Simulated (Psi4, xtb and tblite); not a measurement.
Conformational energy of SMILES CCCC#N, singlet. Scanned: dihedral C1–C2–C3–C4; all other coordinates were relaxed at B3LYP-D3(BJ)/def2-SVP. Points at φ and −φ are mirror images. Heavy atoms are numbered in the order of the SMILES CCCC#N, hydrogens after them in the order of the atoms that carry them; the mirror image has the same energies with the sign of each dihedral reversed.

- HF/cc-pVTZ // B3LYP-D3(BJ)/def2-SVP (Psi4)
- GFN2-xTB, on its own relaxed geometries (the stored frames are those of B3LYP-D3(BJ)/def2-SVP) (xtb and tblite)
- MP2/cc-pVTZ = DF-MP2 (frozen core)/cc-pVTZ // B3LYP-D3(BJ)/def2-SVP run with Psi4

Energies relative to the lowest point of each profile, in mEh:

| φ / ° | HF/cc-pVTZ | GFN2-xTB |
|---|---|---|
| -150 | 2.8 | 1.7 |
| -120 | 5.7 | 3.5 |
| -90 | 2.6 | 1.5 |
| -60 | 0.4 | 0.0 |
| -30 | 4.3 | 2.8 |
| 0 | 7.7 | 5.2 |
| 30 | 4.3 | 2.8 |
| 60 | 0.4 | 0.0 |
| 90 | 2.6 | 1.5 |
| 120 | 5.7 | 3.5 |
| 150 | 2.8 | 1.7 |
| 180 | 0.0 | 0.0 |

### Question
Predict the corresponding MP2/cc-pVTZ column.

### Answer
-150: 3.1; -120: 5.9; -90: 2.8; -60: 0.0; -30: 3.4; 0: 6.7; 30: 3.4; 60: 0.0; 90: 2.8; 120: 5.9; 150: 3.1; 180: 0.5 (mEh).
